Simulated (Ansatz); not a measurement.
Z-matrix (Å, degrees):
```
C
B 1 1.557
B 1 1.549 2 108.3
H 1 1.090 2 115.6 3 132.1
H 1 1.107 2 99.2 3 -108.9
Si 2 2.008 1 119.0 3 -127.5
H 2 1.198 1 118.6 3 52.8
H 3 1.197 1 121.1 2 112.9
H 3 1.196 1 119.6 2 -65.1
F 6 1.607 2 114.0 1 -179.6
H 6 1.491 2 109.8 1 59.9
H 6 1.491 2 110.1 1 -58.9
```

The species carries charge 0 and has multiplicity 1.

Q: List the ωB97M-V/def2-TZVPP orbital energies in eV (Ansatz 0.2.0). (An estimate is asked.)

A: The calculation gave: Occupied: -1807.51, -677.16, -281.15, -188.43, -188.24, -148.52, -102.68, -102.61, -102.59, -35.68, -23.17, -18.45, -16.58, -16.25, -15.34, -15.06, -15.03, -14.12, -12.74, -12.27, -11.80, -11.68, -10.23. Lowest empty: -0.43, 0.76, 1.75, 2.30, 2.83, 3.28, 3.56, 3.66.
